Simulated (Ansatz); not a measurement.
Energy profile

The step: SnH₃Cl ([Cl][SnH3]) + H₂O₂ ([OH][OH]) → SnH₄O₂ ([OH][O][SnH3]) + HCl; bonds formed: Sn1–O7, Cl2–H6; bonds broken: Sn1–Cl2, H6–O7 (atoms numbered as in the saddle structure below).

Sn1  (-0.524, 0.171, -1.083)
Cl2  (2.288, -0.765, -0.522)
H3  (-0.489, -1.172, -2.106)
H4  (-2.121, 0.525, -0.575)
H5  (0.326, 1.577, -1.468)
H6  (1.150, -0.608, 0.574)
O7  (0.037, -0.479, 0.870)
O8  (-0.123, 0.602, 1.784)
H9  (-0.545, 0.148, 2.526)
(Å)

Electronic energies by CCSD(T) at an estimated basis limit (MP2 extrapolated from triple and quadruple zeta, plus CCSD(T) − MP2 in triple zeta), on PBE0-D4/def2-TZVP structures; SnH₅ClO₂, singlet; no counterpoise correction. Ansatz 0.2.0; basis: def2-TZVPP and def2-QZVPP; cores frozen in the correlated methods. Filled d shells of the heavier atoms are correlated. Core potentials replace the inner electrons of the atoms past krypton. The def2 sets are not built for correlating such inner shells, so the correlated values are less sure here. Extrapolation: Hartree–Fock as exp(−7.88 √X), correlation as X^−2.97.

(1) Give the profile in kcal/mol, counted from the separated reactants. (Judge from chemistry; the value comes from the calculation.)

The T1 diagnostic stays at or below 0.015.

Results:

(1) The calculation gives:
```json
{"point": "separated: SnH₃Cl (linked as [Cl][SnH3]; Sn1, Cl2, H3, H4, H5; singlet) + H₂O₂ (linked as [OH][OH]; H6, O7, O8, H9; singlet)", "kcal/mol": "0.00"}
{"point": "start structure", "kcal/mol": "-6.58"}
{"point": "saddle", "kcal/mol": "16.32"}
{"point": "end structure", "kcal/mol": "10.15"}
{"point": "separated: SnH₄O₂ (linked as [OH][O][SnH3]; Sn1, H3, H4, H5, O7, O8, H9; singlet) + HCl (Cl2, H6; singlet)", "kcal/mol": "16.95"}
```

For scale, one of the runs: CCSD(T)/def2-TZVPP, 224 basis functions, launched by `ansatz run in.yaml --threads 4 --pin off --events-out ev --progress --plain --max-ram 9574MiB`. Hardware: 4 CPU threads of an Intel Xeon Platinum 8375C, shared host. Wall time 78 s; peak host memory 4.1 GiB.
